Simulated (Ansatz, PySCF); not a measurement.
Torsion H4–O1–Ge2–Cl3 in ClGeHO (SMILES [OH][Ge][Cl]); at each angle all else is relaxed with GFN2-xTB, and the levels are single points there.
Geometry at 0° (charge 0, multiplicity 1):
```xyz
4

O     -1.030     0.140     0.212
Ge     0.458     1.004    -0.122
Cl     1.246    -0.209    -1.761
H     -1.406    -0.639    -0.194
```

Quantity: the energy at 300° less that at 0°.

On the grid 0° to 330°, 300° is the highest and 0° the lowest point at CCSD(T)/CBS(def2-TZVPP, def2-QZVPP).

Frozen-core correlation. Filled d and f shells under p-block atoms count as core. CBS: X⁻³ extrapolation of the correlation energy, Hartree–Fock from the larger set.

Programs: Ansatz (a first-principles code); PySCF for the dispersion terms. 

Costs are ratios of core time to PBE/def2-TZVPP (roughly 2.3 s), for whole runs (searches for the state included, and forces where a run took them) on one shared machine, so rough; each difference counts from 6.96 kcal/mol (CCSD(T)/CBS(def2-TZVPP, def2-QZVPP), a level with limits of its own).

A star marks coupled-cluster runs past 200 virtual orbitals, where the program's memory plan changes under this machine's limit, so their costs aren't comparable with smaller runs.

```json
[
 {"level": "SVWN5/def2-TZVPP", "basis functions": "135", "cost": "×0.7"},
 {"level": "BLYP/def2-TZVPP", "basis functions": "135", "cost": "×1"},
 {"level": "BLYP-D3(BJ)/def2-TZVPP", "basis functions": "135", "cost": "×1"},
 {"level": "PBE/def2-TZVPP", "basis functions": "135", "cost": "×1"},
 {"level": "CCSD(T)/def2-SVP", "basis functions": "69", "cost": "×1"},
 {"level": "PBE0/def2-TZVPP", "basis functions": "135", "cost": "×2"},
 {"level": "PBE0-D3(BJ)/def2-TZVPP", "basis functions": "135", "cost": "×2"},
 {"level": "B3LYP/def2-TZVPP", "basis functions": "135", "cost": "×2"},
 {"level": "wB97X-V/def2-TZVPP", "basis functions": "135", "cost": "×3"},
 {"level": "wB97M-V/def2-TZVPP", "basis functions": "135", "cost": "×4"},
 {"level": "CCSD(T)/def2-TZVPP", "basis functions": "135", "cost": "×10"},
 {"level": "CCSD(T)/def2-QZVPP", "basis functions": "246", "cost": "×400*"}
]
```

Task: With a budget of 30 times the cost of PBE/def2-TZVPP, which level comes closest?

Result: BLYP/def2-TZVPP, at 0.00 kcal/mol; next is PBE0/def2-TZVPP at 0.04 kcal/mol.

Task: What does the step from CCSD(T)/def2-SVP to CCSD(T)/def2-TZVPP cost and buy?

Result: 69 to 135 functions, cost ×7 (rough); the difference goes from 0.51 to 0.48 kcal/mol.

Each difference (kcal/mol): SVWN5/def2-TZVPP -0.30; BLYP/def2-TZVPP 0.00; BLYP-D3(BJ)/def2-TZVPP 0.14; PBE/def2-TZVPP 0.18; CCSD(T)/def2-SVP 0.51; PBE0/def2-TZVPP 0.04; PBE0-D3(BJ)/def2-TZVPP 0.09; B3LYP/def2-TZVPP -0.12; wB97X-V/def2-TZVPP 0.13; wB97M-V/def2-TZVPP 0.06; CCSD(T)/def2-TZVPP 0.48; CCSD(T)/def2-QZVPP 0.15.
